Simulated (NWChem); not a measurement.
System: C3H4ClF; SMILES C(=C(/C)F)/Cl

Input file for NWChem:

```
start job
memory heap 200 mb stack 900 mb global 1100 mb
geometry units angstroms noautosym nocenter noautoz
  C     -1.422875     1.035822     0.000000
  C      0.046481     0.857251     0.000000
  F      0.725513     2.010645     0.000000
  C      0.759666    -0.272560     0.000000
  Cl     0.049839    -1.841226     0.000000
  H     -1.733602     1.609553     0.887607
  H     -1.933888     0.066197     0.000000
  H     -1.733602     1.609553    -0.887607
  H      1.850360    -0.248299     0.000000
end
basis spherical
  * library def2-svp
end
dft
  xc b3lyp
  iterations 150
  mulliken
end
task dft energy
esp
  recalculate
  probe 0.07
  range 0.3
  factor 1.0
  spacing 0.02
end
task esp
```

Parts of the log:

```
             Northwest Computational Chemistry Package (NWChem) 7.3.0
             --------------------------------------------------------

                             Geometry "geometry" -> ""
                             -------------------------

 Output coordinates in angstroms (scale by  1.889725989 to convert to a.u.)

  No.       Tag          Charge          X              Y              Z
 ---- ---------------- ---------- -------------- -------------- --------------
    1 C                    6.0000    -1.42287500     1.03582200     0.00000000
    2 C                    6.0000     0.04648100     0.85725100     0.00000000
    3 F                    9.0000     0.72551300     2.01064500     0.00000000
    4 C                    6.0000     0.75966600    -0.27256000     0.00000000
    5 Cl                  17.0000     0.04983900    -1.84122600     0.00000000
    6 H                    1.0000    -1.73360200     1.60955300     0.88760700
    7 H                    1.0000    -1.93388800     0.06619700     0.00000000
    8 H                    1.0000    -1.73360200     1.60955300    -0.88760700
    9 H                    1.0000     1.85036000    -0.24829900     0.00000000

 Effective nuclear repulsion energy (a.u.)     210.6663622974

                                 NWChem DFT Module
                                 -----------------

 Summary of "ao basis" -> "ao basis" (spherical)
 ------------------------------------------------------------------------------
       Tag                 Description            Shells   Functions and Types
 ---------------- ------------------------------  ------  ---------------------
 C                          def2-svp                 6       14   3s2p1d
 F                          def2-svp                 6       14   3s2p1d
 Cl                         def2-svp                 8       18   4s3p1d
 H                          def2-svp                 3        5   2s1p

            General Information
            -------------------
          SCF calculation type: DFT
          Wavefunction type:  closed shell.
          No. of atoms     :     9
          No. of electrons :    48
           Alpha electrons :    24
            Beta electrons :    24
          Charge           :     0
          Spin multiplicity:     1
          Use of symmetry is: off; symmetry adaption is: off
          Maximum number of iterations: 150
          AO basis - number of functions:    94
                     number of shells:    44
          Convergence on energy requested:  1.00D-06
          Convergence on density requested:  1.00D-05
          Convergence on gradient requested:  5.00D-04

              XC Information
              --------------
                         B3LYP Method XC Potential
                     Hartree-Fock (Exact) Exchange  0.200
                        Slater Exchange Functional  0.800 local
                    Becke 1988 Exchange Functional  0.720 non-local
              Lee-Yang-Parr Correlation Functional  0.810
                  VWN I RPA Correlation Functional  0.190 local

             Grid Information
             ----------------
          Grid used for XC integration:  medium
          Radial quadrature: Mura-Knowles
          Angular quadrature: Lebedev.
          Tag              B.-S. Rad. Rad. Pts. Rad. Cut. Ang. Pts.
          ---              ---------- --------- --------- ---------
          C                   0.70       49          10.0       434
          F                   0.50       49          10.0       434
          Cl                  1.00       88          11.0       590
          H                   0.35       45          11.0       434
          Grid pruning is: on
          Number of quadrature shells:   464
          Spatial weights used:  Erf1

      Superposition of Atomic Density Guess
      -------------------------------------

 Sum of atomic energies:        -673.48757819

      Non-variational initial energy
      ------------------------------

[...]

                     NWChem Electrostatic Potential Fit Module
                     -----------------------------------------

 Atom parameters

 Number of atoms is                                    9
 Number of basis functions is                         94

 Grid parameters

 Maximum number of grid points is                  36896
 Number of grid points is                          36895
 Grid range                                     0.300000 nm
 Grid spacing                                   0.020000 nm
 Probe radius                                   0.070000 nm
 Atom radius factor                             1.000000

 Atomic radii

    1    0.100000
    6    0.147000
    9    0.128000
   17    0.169000
 FASTESP  F
  using M.O. file = ./job.movecs

    Atom              Coordinates                           Charge

                                                  ESP

    1 C    -0.142288    0.103582    0.000000   -0.067487
    2 C     0.004648    0.085725    0.000000    0.344764
    3 F     0.072551    0.201065    0.000000   -0.223787
    4 C     0.075967   -0.027256    0.000000   -0.308566
    5 Cl    0.004984   -0.184123    0.000000   -0.063598
    6 H    -0.173360    0.160955    0.088761    0.045069
    7 H    -0.193389    0.006620    0.000000    0.036437
    8 H    -0.173360    0.160955   -0.088761    0.045776
    9 H     0.185036   -0.024830    0.000000    0.191390
                                            ------------
                                               -0.000000

 Dipole moment                                  0.339265

 Quadrupole moment Qxx                          7.893180
                   Qyy                         -8.610259
                   Qzz                          0.717079

 RMS deviation kJ/mol                           0.063990

 RRMS %                                        45.124417
```

Level: B3LYP/def2-SVP. Structure relaxed at the PBE0/def2-SVP level. B3LYP is NWChem's, with the RPA form of VWN correlation.
